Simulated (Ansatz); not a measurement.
SnHF₃⁺. The state is a doublet with charge 1. Geometry PBE0-D4/def2-TZVP, that of the neutral singlet; atoms count from 1.

```tsv
atom	x (Å)	y (Å)	z (Å)
Sn1	0.010	-0.083	-0.084
H2	0.156	-1.263	-1.273
F3	0.569	-0.659	1.629
F4	-1.761	0.532	0.160
F5	1.025	1.474	-0.432
```

In the def2 sets Sn takes a core potential; there is no spin–orbit coupling.

Question: Estimate the Mulliken populations from the PBE0/def2-TZVP orbitals of Ansatz.

Answer: 
```json
{"atom": "Sn1", "charge (e)": "1.45", "spin (α − β)": "-0.02"}
{"atom": "H2", "charge (e)": "0.27", "spin (α − β)": "0.34"}
{"atom": "F3", "charge (e)": "-0.24", "spin (α − β)": "0.23"}
{"atom": "F4", "charge (e)": "-0.24", "spin (α − β)": "0.23"}
{"atom": "F5", "charge (e)": "-0.24", "spin (α − β)": "0.23"}
```
Mulliken values and Mayer orders depend strongly on the basis.

Question: Where does the spin sit?

Answer: Summed by element: Sn -0.02, H 0.34, F 0.68, of 1 unpaired in all. Largest on single atoms: H2 0.34, F4 0.23, F3 0.23.

Question: And the Mayer bond orders between bonded heavy atoms (over 0.3)?

Answer: Sn1–F3 0.92 (1.89 Å); Sn1–F4 0.92 (1.89 Å); Sn1–F5 0.92 (1.89 Å).
